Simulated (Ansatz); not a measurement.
[MoO3(OH)]- (MoO4H⁻). The state is a triplet with charge -1. Geometry PBE0-D4/def2-SVPD, that of the charge -1 singlet.

Cartesian coordinates in Å:
```
Mo 0.196 -0.414 0.090
O -0.373 -1.567 1.233
O 0.211 -1.083 -1.497
O 1.781 0.121 0.496
O -1.017 1.105 0.130
H -0.798 1.837 -0.452
```

In the def2 sets Mo takes a core potential; there is no spin–orbit coupling. At PBE-D4/def2-TZVPD, r2SCAN-D4/def2-TZVPD, PBE0-D4/def2-TZVPD the highest occupied level of the charge -1 triplet lies above zero (up to 2.36 eV). By energy differences its removal costs 0.39 eV (vertical, to the charge 0 doublet, at r2SCAN-D4/def2-TZVPD), and other spins of that charge weren't run; a positive level beside a positive removal energy at the same level points to self-interaction error. At PBE0-D4/def2-TZVPD a singlet of charge -1 lies 4.45 eV below the triplet at the same geometry.

(1) Estimate the α-spin orbital energies around the gap (eV) in Ansatz with PBE-D4/def2-TZVPD, r2SCAN-D4/def2-TZVPD, PBE0-D4/def2-TZVPD.

## Answers

(1) 
| orbital | PBE-D4/def2-TZVPD | r2SCAN-D4/def2-TZVPD | PBE0-D4/def2-TZVPD |
| --- | --- | --- | --- |
| HOMO−5 | -3.55 | -3.92 | -5.13 |
| HOMO−4 | -3.25 | -3.35 | -4.26 |
| HOMO−3 | -3.20 | -3.25 | -4.10 |
| HOMO−2 | -3.00 | -3.07 | -3.68 |
| HOMO−1 | -2.77 | -2.97 | -3.41 |
| HOMO | 2.29 | 2.36 | 1.42 |
| LUMO | 2.55 | 2.80 | 3.29 |
| LUMO+1 | 2.61 | 2.96 | 4.12 |
| LUMO+2 | 3.41 | 4.00 | 4.19 |
| LUMO+3 | 3.67 | 4.21 | 4.30 |
| LUMO+4 | 3.72 | 4.26 | 4.40 |
| LUMO+5 | 4.01 | 4.48 | 5.29 |
| β HOMO | -2.47 | -2.35 | -2.86 |
| β LUMO | -2.21 | -1.81 | -0.57 |
